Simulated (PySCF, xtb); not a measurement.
C3H6F2Si, SMILES FC(=CC[SiH3])F. One conformer was computed; it need not be the lowest.

Harmonic wavenumbers (cm⁻¹) from GFN2-xTB run with xtb 6.7.1 at its own minimum, in rising order: 46, 107, 118, 214, 314, 430, 490, 503, 513, 564, 723, 763, 781, 783, 790, 834, 888, 1063, 1146, 1172, 1208, 1274, 1461, 1777, 2270, 2280, 2294, 2989, 3005, 3109.

Problem. What does PBE0-D3(BJ)/def2-SVP run with PySCF 2.14.0 give at its own minimum? (An estimate is asked for; the answer gives what the named calculation found.)

Solution. 45, 114, 137, 238, 312, 479, 499, 587, 620, 633, 741, 820, 846, 920, 941, 944, 947, 1088, 1161, 1198, 1297, 1388, 1432, 1848, 2225, 2231, 2239, 3070, 3138, 3230. Paired by order, the mean absolute difference is 61 cm⁻¹ and the zero-point energies are 48.5 and 50.6 kcal/mol.
